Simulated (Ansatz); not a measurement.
Compare A (`C[SiH2][AlH][O][SiH3]`) with its isomer B (`C[O][AlH][SiH2][SiH3]`).

Calculated with Ansatz (gas phase, PBE0-D4/def2-TZVP geometries, no zero-point term in ΔE). CCSD(T)/CBS adds triple-zeta CCSD(T) − MP2 to the extrapolated MP2 energy (def2 sets, frozen cores). Functionals use def2-TZVPP. B3LYP here is the variant with VWN-RPA as its local correlation; programs differ in this. Each species was taken in one conformer, which may not be the lowest.

A:

```xyz
14

C     1.6240   -1.0572    0.8243
Si    1.6769    0.8214    0.7169
Al   -0.3055    1.7799   -0.3648
O    -1.5407    0.7118   -0.8071
Si   -2.4061   -0.6454   -1.0185
H     1.5667   -1.5015   -0.1717
H     2.5168   -1.4444    1.3198
H     0.7488   -1.3890    1.3868
H     2.9046    1.2474   -0.0220
H     1.8142    1.3970    2.0900
H    -0.5553    3.3105   -0.6945
H    -2.4735   -0.9867   -2.4645
H    -1.7835   -1.7881   -0.2926
H    -3.7874   -0.4557   -0.5020
```

B:

```xyz
14

C     0.776   -2.300    0.259
O    -0.612   -2.159    0.179
Al   -1.638   -0.915   -0.319
Si   -0.589    1.170   -1.065
Si    0.544    2.195    0.708
H     1.076   -2.490    1.294
H     1.103   -3.150   -0.349
H     1.313   -1.408   -0.090
H    -3.187   -1.214   -0.215
H     0.415    0.908   -2.140
H    -1.584    2.138   -1.612
H     1.183    3.478    0.308
H     1.602    1.279    1.217
H    -0.401    2.469    1.825
```

Task: Which is lower in electronic energy at CCSD(T)/CBS, and by how much? (Estimate.)

Result: Ansatz gave: A, by 191.4 kJ/mol.

Task: Give E(B) − E(A) in kJ/mol with B3LYP-D4, PBE0-D4, ωB97M-V, PBE-D4, CCSD(T)/def2-TZVPP, B3LYP, HF/def2-TZVPP. (Estimate.)

Result: Computed: B3LYP-D4 183.9, PBE0-D4 171.0, ωB97M-V 190.9, PBE-D4 160.1, CCSD(T)/def2-TZVPP 188.1, B3LYP 184.8, HF/def2-TZVPP 207.4. None reverses the order clearly.

Largest T1 diagnostic: 0.014.

In def2-TZVPP, CCSD(T) changes the Hartree–Fock value by −19.4 kJ/mol (the triples alone add −3.8 kJ/mol) and MP2 by −6.1 kJ/mol. From PBE to PBE0 (25 % exact exchange), in def2-TZVPP and without D4, E(B) − E(A) moves by +10.9 kJ/mol.
